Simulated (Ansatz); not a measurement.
CH₅GaO₃, SMILES `O[CH2][Ga]([OH])[OH]`, relaxed with RKS PBE0-D4/def2-TZVP in Ansatz 0.2.0 from a GFN2-xTB geometry. The force threshold is 0.005 eV/Å; the program also tests the step.

Charge 0, multiplicity 1.

Start:

```xyz
10

O     0.071   -2.106    0.318
C    -0.109   -1.196   -0.716
Ga   -0.126    0.726    0.092
O     0.713    0.736    1.634
O    -0.694    2.304   -0.418
H     0.912   -1.924    0.758
H     0.670   -1.272   -1.485
H    -1.077   -1.403   -1.177
H     0.807    1.516    2.177
H    -1.167    2.618   -1.183
```

Q: By how much does the energy fall, and how many steps does the optimiser take? (Best estimate.)

A: Ansatz gave: 4.86 kcal/mol, in 13 steps, 1 of them rejected.

Q: Which bonds change most? (Best estimate.)

A: Ansatz gave: C2–Ga3 from 2.085 to 1.975 Å; Ga3–O4 from 1.756 to 1.789 Å; Ga3–O5 from 1.753 to 1.784 Å; O1–C2 from 1.389 to 1.414 Å.

Q: Give the relaxed structure. (An estimate is asked.)

A: The calculation gave: 
```xyz
10

O     0.110   -2.101    0.259
C    -0.098   -1.112   -0.731
Ga   -0.087    0.687    0.085
O     0.787    0.645    1.645
O    -0.696    2.303   -0.363
H     0.722   -1.765    0.920
H     0.662   -1.164   -1.523
H    -1.059   -1.318   -1.208
H     0.840    1.484    2.107
H    -1.181    2.342   -1.190
```
